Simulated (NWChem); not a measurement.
Everything below was run with NWChem. System: C5H12, charge 1, spin multiplicity 2, at the geometry of a parent with another charge or spin, in a state set for the comparison that need not be this species' ground state. Its SCF solution wasn't tested for a lower state. Level: UHF/def2-SVP.

Job file:

```
start mol
memory heap 200 mb stack 900 mb global 1100 mb
charge 1
geometry units angstroms nocenter noautoz noautosym
  C      1.250315     0.000000     0.883960
  C      0.000000     0.000000     0.000001
  C     -1.250315     0.000000     0.883960
  C      0.000000    -1.250314    -0.883960
  C      0.000000     1.250314    -0.883960
  H      1.279135    -0.889850     1.533425
  H      2.168715     0.000000     0.274856
  H      1.279135     0.889850     1.533425
  H     -2.168715     0.000000     0.274856
  H     -1.279135    -0.889850     1.533425
  H     -1.279135     0.889850     1.533425
  H      0.000000    -2.168715    -0.274858
  H      0.889851    -1.279133    -1.533425
  H     -0.889851    -1.279133    -1.533425
  H      0.889851     1.279133    -1.533425
  H      0.000000     2.168715    -0.274858
  H     -0.889851     1.279133    -1.533425
end
basis spherical
  * library def2-svp
end
scf
  uhf
  nopen 1
  maxiter 100
  thresh 1e-7
  semidirect memsize 60000000 filesize 0
  # guess.movecs holds the orbitals of an unrestricted PBE0 run
  vectors input guess.movecs output mol.movecs
end
task scf energy
```

NWChem printed:

```
             Northwest Computational Chemistry Package (NWChem) 7.3.0
             --------------------------------------------------------

                                NWChem Input Module
                                -------------------

 Scaling coordinates for geometry "geometry" by  1.889725989
 (inverse scale =  0.529177249)

                             Geometry "geometry" -> ""
                             -------------------------

 Output coordinates in angstroms (scale by  1.889725989 to convert to a.u.)

  No.       Tag          Charge          X              Y              Z
 ---- ---------------- ---------- -------------- -------------- --------------
    1 C                    6.0000     1.25031500     0.00000000     0.88396000
    2 C                    6.0000     0.00000000     0.00000000     0.00000100
    3 C                    6.0000    -1.25031500     0.00000000     0.88396000
    4 C                    6.0000     0.00000000    -1.25031400    -0.88396000
    5 C                    6.0000     0.00000000     1.25031400    -0.88396000
    6 H                    1.0000     1.27913500    -0.88985000     1.53342500
    7 H                    1.0000     2.16871500     0.00000000     0.27485600
    8 H                    1.0000     1.27913500     0.88985000     1.53342500
    9 H                    1.0000    -2.16871500     0.00000000     0.27485600
   10 H                    1.0000    -1.27913500    -0.88985000     1.53342500
   11 H                    1.0000    -1.27913500     0.88985000     1.53342500
   12 H                    1.0000     0.00000000    -2.16871500    -0.27485800
   13 H                    1.0000     0.88985100    -1.27913300    -1.53342500
   14 H                    1.0000    -0.88985100    -1.27913300    -1.53342500
   15 H                    1.0000     0.88985100     1.27913300    -1.53342500
   16 H                    1.0000     0.00000000     2.16871500    -0.27485800
   17 H                    1.0000    -0.88985100     1.27913300    -1.53342500

 Effective nuclear repulsion energy (a.u.)     198.2554463215

            Nuclear Dipole moment (a.u.)
            ----------------------------
        X                 Y               Z
 ---------------- ---------------- ----------------
     0.0000000000     0.0000000000     0.0000037795


 Summary of "ao basis" -> "" (spherical)
 ------------------------------------------------------------------------------
       Tag                 Description            Shells   Functions and Types
 ---------------- ------------------------------  ------  ---------------------
 *                          def2-svp                  on all atoms

 Summary of "ao basis" -> "ao basis" (spherical)
 ------------------------------------------------------------------------------
       Tag                 Description            Shells   Functions and Types
 ---------------- ------------------------------  ------  ---------------------
 C                          def2-svp                 6       14   3s2p1d
 H                          def2-svp                 3        5   2s1p

                                 NWChem SCF Module
                                 -----------------

  ao basis        = "ao basis"
  functions       =   130
  atoms           =    17
  alpha electrons =    21
  beta  electrons =    20
  charge          =   1.00
  wavefunction    = UHF
  use symmetry    = F
  symmetry adapt  = F

 Summary of "ao basis" -> "ao basis" (spherical)
 ------------------------------------------------------------------------------
[...]
   Bfn.  Coefficient  Atom+Function         Bfn.  Coefficient  Atom+Function
  ----- ------------  ---------------      ----- ------------  ---------------
    31      1.437629   3 C  s                 3      1.051577   1 C  s
    45      1.051800   4 C  s                59      1.051799   5 C  s
    87     -0.677494   9 H  s                92     -0.677389  10 H  s
    97     -0.677389  11 H  s                77     -0.496442   7 H  s
   107     -0.496428  13 H  s               117     -0.496428  15 H  s

 Vector   23  Occ=0.000000D+00  E= 4.730433D-02
              MO Center= -1.3D+00, -2.6D-03, -1.1D-01, r^2= 6.3D+00
   Bfn.  Coefficient  Atom+Function         Bfn.  Coefficient  Atom+Function
  ----- ------------  ---------------      ----- ------------  ---------------
    87      1.298868   9 H  s               112      0.819413  14 H  s
   127      0.819354  17 H  s                37      0.758147   3 C  pz
    92     -0.650625  10 H  s                97     -0.647291  11 H  s
    35      0.535992   3 C  px                3      0.461422   1 C  s
   102     -0.428098  12 H  s               122     -0.426022  16 H  s

 center of mass
 --------------
 x =   0.00000000 y =   0.00000000 z =   0.00000021

 moments of inertia (a.u.)
 ------------------
         405.517676534035           0.000000000000           0.000000000000
           0.000000000000         405.517990130248           0.000000000000
           0.000000000000           0.000000000000         405.581462817909

  Mulliken analysis of the total density
  --------------------------------------

    Atom       Charge   Shell Charges
 -----------   ------   -------------------------------------------------------
    1 C    6     5.98   1.99  0.86  0.22  2.04  0.84  0.03
    2 C    6     6.59   1.99  0.93  0.52  1.98  1.11  0.06
    3 C    6     5.89   1.99  0.91  0.22  1.97  0.76  0.04
    4 C    6     5.98   1.99  0.86  0.22  2.04  0.84  0.03
    5 C    6     5.98   1.99  0.86  0.22  2.04  0.84  0.03
    6 H    1     0.90   0.74  0.14  0.03
    7 H    1     0.87   0.72  0.12  0.03
    8 H    1     0.90   0.74  0.14  0.03
    9 H    1     0.85   0.72  0.10  0.03
   10 H    1     0.85   0.72  0.10  0.03
   11 H    1     0.85   0.72  0.10  0.03
   12 H    1     0.90   0.74  0.14  0.03
   13 H    1     0.87   0.72  0.12  0.03
   14 H    1     0.90   0.74  0.14  0.03
   15 H    1     0.87   0.72  0.12  0.03
   16 H    1     0.90   0.74  0.14  0.03
   17 H    1     0.90   0.74  0.14  0.03

  Mulliken analysis of the alpha density
  --------------------------------------

    Atom       Charge   Shell Charges
 -----------   ------   -------------------------------------------------------
    1 C    6     3.00   0.99  0.43  0.11  1.03  0.42  0.02
    2 C    6     3.45   0.99  0.47  0.24  1.13  0.56  0.04
    3 C    6     3.17   0.99  0.48  0.09  1.16  0.43  0.02
    4 C    6     3.00   0.99  0.43  0.11  1.03  0.42  0.02
    5 C    6     3.00   0.99  0.43  0.11  1.03  0.42  0.02
    6 H    1     0.45   0.37  0.07  0.01
    7 H    1     0.47   0.38  0.07  0.01
    8 H    1     0.45   0.37  0.07  0.01
    9 H    1     0.43   0.36  0.05  0.01
   10 H    1     0.43   0.36  0.05  0.01
   11 H    1     0.43   0.36  0.05  0.01
   12 H    1     0.45   0.37  0.07  0.01
   13 H    1     0.47   0.38  0.07  0.01
   14 H    1     0.45   0.37  0.07  0.01
   15 H    1     0.47   0.38  0.07  0.01
   16 H    1     0.45   0.37  0.07  0.01
   17 H    1     0.45   0.37  0.07  0.01

   Mulliken analysis of the beta density
   -------------------------------------

    Atom       Charge   Shell Charges
 -----------   ------   -------------------------------------------------------
    1 C    6     2.98   0.99  0.43  0.11  1.01  0.42  0.02
    2 C    6     3.15   0.99  0.46  0.28  0.84  0.54  0.03
    3 C    6     2.72   0.99  0.43  0.13  0.82  0.33  0.02
    4 C    6     2.98   0.99  0.43  0.11  1.01  0.42  0.02
    5 C    6     2.98   0.99  0.43  0.11  1.01  0.42  0.02
    6 H    1     0.45   0.37  0.07  0.01
    7 H    1     0.40   0.34  0.05  0.01
    8 H    1     0.45   0.37  0.07  0.01
    9 H    1     0.42   0.36  0.05  0.01
   10 H    1     0.42   0.36  0.05  0.01
   11 H    1     0.42   0.36  0.05  0.01
   12 H    1     0.45   0.37  0.07  0.01
   13 H    1     0.40   0.34  0.05  0.01
   14 H    1     0.45   0.37  0.07  0.01
   15 H    1     0.40   0.34  0.05  0.01
   16 H    1     0.45   0.37  0.07  0.01
   17 H    1     0.45   0.37  0.07  0.01

   Mulliken analysis of the spin density
   -------------------------------------

    Atom       Charge   Shell Charges
 -----------   ------   -------------------------------------------------------
    1 C    6     0.02  -0.00  0.00 -0.01  0.02 -0.01  0.00
    2 C    6     0.30  -0.00  0.02 -0.04  0.29  0.02  0.01
    3 C    6     0.45  -0.00  0.04 -0.04  0.34  0.10  0.01
    4 C    6     0.02  -0.00  0.00 -0.01  0.02 -0.01  0.00
    5 C    6     0.02  -0.00  0.00 -0.01  0.02 -0.01  0.00
    6 H    1     0.00   0.00 -0.00  0.00
    7 H    1     0.06   0.05  0.02 -0.00
    8 H    1     0.00   0.00 -0.00  0.00
    9 H    1     0.00   0.00 -0.00  0.00
   10 H    1     0.00   0.00 -0.00  0.00
   11 H    1     0.00   0.00 -0.00  0.00
   12 H    1     0.00   0.00 -0.00  0.00
   13 H    1     0.06   0.05  0.02 -0.00
   14 H    1     0.00   0.00 -0.00  0.00
   15 H    1     0.06   0.05  0.02 -0.00
   16 H    1     0.00   0.00 -0.00  0.00
   17 H    1     0.00   0.00 -0.00  0.00

       Multipole analysis of the density wrt the origin
       ------------------------------------------------

     L   x y z        total         alpha         beta         nuclear
     -   - - -        -----         -----         ----         -------
     0   0 0 0      1.000000    -21.000000    -20.000000     42.000000

     1   1 0 0     -0.444915      0.066816     -0.511731      0.000000
     1   0 1 0     -0.000000     -0.000000     -0.000000      0.000000
     1   0 0 1      0.314257     -0.047219      0.361472      0.000004

     2   2 0 0    -17.851344    -78.896823    -74.219956    135.265436
     2   1 1 0     -0.000000      0.000000     -0.000001      0.000000
     2   1 0 1     -1.978580      0.189931     -2.168511     -0.000000
     2   0 2 0    -20.646540    -78.628660    -77.283110    135.265230
     2   0 1 1      0.000001     -0.000000      0.000001      0.000000
     2   0 0 2    -19.249647    -78.742791    -75.730812    135.223957

 Task  times  cpu:       36.8s     wall:       36.8s

 Total times  cpu:       36.9s     wall:       36.9s
```
